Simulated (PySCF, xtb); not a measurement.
Two isomers of C4H2B−

Structure a is `[C-]#CB1C=C1`, a singlet and structure b is `[C-]#CC1=CB1`, a singlet. Both are isolated ions in the gas phase, relaxed with PBE0-D3(BJ)/def2-SVPD.

a (Å):

```xyz
7

C     0.6519    0.1004    1.1616
C    -0.3567   -0.5827    0.8497
C    -2.7991   -1.6552   -0.3086
C    -2.4527   -2.5835    0.6029
B    -1.5389   -1.3832    0.4837
H    -3.6034   -1.5065   -1.0374
H    -2.8439   -3.5418    0.9614
```

b (Å):

```xyz
7

C     0.3795    0.1295    1.2194
C    -0.5701   -0.6278    0.8977
C    -1.6111   -1.4798    0.5626
C    -2.6412   -1.6455   -0.3486
B    -2.5091   -2.6761    0.6665
H    -3.0327   -1.1033   -1.2122
H    -2.8550   -3.7010    1.1879
```

Quicker runs give these differences E(b) − E(a): GFN2-xTB −15.5 kcal/mol; HF/STO-3G −4.5 kcal/mol (at GFN2-xTB geometries); r2SCAN-D4/def2-SVPD +2.8 kcal/mol (at GFN2-xTB geometries).

Q: Which of the two would you expect CCSD(T)/def2-SVPD + ΔMP2/def2-TZVPPD electronic energies to favour?

A: Structure a; the calculation gives E(b) − E(a) = +5.3 kcal/mol.

The same difference at several levels:

```csv
level,geometry,E(b) − E(a) (kcal/mol),departure from the last row (kcal/mol),"job, with rough time for the two"
GFN2-xTB,GFN2-xTB,−15.5,−20.8,"optimisation, 0.15 s"
HF/STO-3G,GFN2-xTB,−4.5,−9.8,"single point, 2.1 s"
r2SCAN-D4/def2-SVPD,GFN2-xTB,+2.8,−2.5,"single point, 27 s"
PBE0-D3(BJ)/def2-SVPD,PBE0-D3(BJ)/def2-SVPD,+2.8,−2.5,"optimisation, 5 min"
HF/def2-SVPD,PBE0-D3(BJ)/def2-SVPD,+6.5,+1.3,part of the CCSD(T) run
MP2/def2-SVPD,PBE0-D3(BJ)/def2-SVPD,+5.0,−0.3,part of the CCSD(T) run
CCSD(T)/def2-SVPD,PBE0-D3(BJ)/def2-SVPD,+5.5,+0.2,single point
CCSD(T)/def2-SVPD + ΔMP2/def2-TZVPPD,PBE0-D3(BJ)/def2-SVPD,+5.3,,"single point, 2.6 min"
```

As drawn, b has 1 C–C, 1 B–H in place of 1 C–B, 1 C–H.

GFN2-xTB, HF/STO-3G put the two in the other order. The largest departure from CCSD(T)/def2-SVPD + ΔMP2/def2-TZVPPD is that of GFN2-xTB, 20.8 kcal/mol. The last row adds to CCSD(T) the change of the MP2 difference between the two basis sets, here −0.2 kcal/mol.

With harmonic frequencies from PBE0-D3(BJ)/def2-SVPD (ideal gas, rigid rotor, one conformer each, 200 K, 1 atm): on the last row, ΔE + ΔZPE = +4.7, ΔH = +4.7, ΔG = +4.5 kcal/mol.

The correlated steps freeze 5 core orbitals. Programs: PySCF 2.14.0, xtb 6.7.1; the last row on 2 threads of Intel(R) Xeon(R) Platinum 8259CL CPU @ 2.50GHz (Skylake/Cascade Lake) on a shared host.
